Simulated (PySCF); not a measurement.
**Te³⁶⁺: ionisation energy**

Te³⁶⁺ [Ne] 3s2 3p4 [3p1/2^2 3p3/2^2, M_J = 2] → Te³⁷⁺ [Ne] 3s2 3p3 [3p1/2^2 3p3/2^1, M_J = 3/2], as a difference of total energies. All numbers are calculated (PySCF 2.14, the two-component X2C-1e Hamiltonian, in an even-tempered Gaussian basis (19 s from 7 bohr⁻², ratio 2.4; 14 p from 9 bohr⁻², ratio 2.4; 5 d from 34 bohr⁻², ratio 2.6; 4 f from 52 bohr⁻², ratio 2.6)). Correlated levels: 1s2 frozen; the 56 highest virtual spinors dropped. "Screened" scales the spin-orbit matrix elements by Boettger's factors to mimic the two-electron term; Breit and QED terms are absent.

| method | ionisation energy (eV) |
| --- | --- |
| GHF (spin-free) | 2481.7 |
| GMP2 (spin-free) | 2483.0 |
| GHF (screened spin-orbit) | 2473.3 |
| GMP2 (screened spin-orbit) | 2473.6 |

Breit and QED terms and the two-electron picture change are absent.

The spin-free rows relax to the high-spin LS determinant and lack the spin-orbit shift.

The labels give the starting determinants; with spin-orbit coupling the two ends relaxed to ⟨J²⟩ = 6.00, ⟨L²⟩ = 3.09, ⟨S²⟩ = 1.47 and ⟨J²⟩ = 3.75, ⟨L²⟩ = 2.23, ⟨S²⟩ = 1.66.

For comparison: 2472 ± 5 eV (theoretical estimate listed by NIST; NIST Atomic Spectra Database, ionization energies).
